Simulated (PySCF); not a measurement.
**Orbital picture of CBr**

PBE0 at R = 1.823 Å; PySCF, scalar-relativistic core potentials, basis sets C cc-pVTZ, Br cc-pVTZ-PP with ECP10. State: ²Π (doublet), unpaired electrons π ↑. Only the outer orbitals are listed, counted within each symmetry, core potentials removing the inner ones.

```csv
spin,orbital,occ.,ε (eV),on C (%),main shells (%)
α,5σ,1,-24.48,20,"79 Br s, 14 C s"
α,6σ,1,-16.68,58,"57 C s, 24 Br p, 17 Br s"
α,3π,1,-10.63,27,"72 Br p, 26 C p"
α,3π,1,-10.27,16,"84 Br p, 14 C p"
α,7σ,1,-9.67,65,"36 C p, 34 Br p, 28 C s"
α,4π,1,-6.45,70,"71 C p, 27 Br p"
α,4π,0,-3.45,81,"81 C p, 15 Br p"
α,8σ,0,0.43,38,"56 Br p, 49 C p, 8 Br d"
α,9σ,0,5.09,13,"76 Br s, 10 Br d"
β,5σ,1,-24.23,16,"82 Br s, 10 C s"
β,6σ,1,-15.65,53,"51 C s, 32 Br p, 14 Br s"
β,3π,1,-10.23,13,"87 Br p, 12 C p"
β,3π,1,-9.80,9,"90 Br p, 8 C p"
β,7σ,1,-9.11,70,"35 C p, 34 C s, 29 Br p"
β,4π,0,-2.99,83,"83 C p, 12 Br p"
β,4π,0,-1.72,86,"86 C p, 8 Br p"
β,8σ,0,0.75,40,"55 Br p, 49 C p, 9 Br d"
```

Question: Which are the highest filled and the lowest empty level, where do they sit, and how wide is the gap?

Answer: Highest filled α 4π at -6.45 eV (in %: 71 C p, 27 Br p); lowest empty α 4π at -3.45 eV (in %: 81 C p, 15 Br p); the gap at PBE0 is 3.00 eV. Both belong to one degenerate shell, split only by its one-sided filling, so this is no excitation gap.

```
bond order (Mayer)                              : 1.57
⟨S²⟩                                            : 0.756
charge on C (Mulliken, basis-dependent)         : -0.16
charge on C (Löwdin, basis-dependent)           : -0.37
dipole moment (positive dipole means C(−)Br(+)) : 1.51 D
polarisability along the bond                   : 43.1 bohr³
polarisability across the bond                  : 20.7 bohr³
```

Spin–orbit coupling is left out. The state was picked by a PBE0 search and need not be the measured ground state.
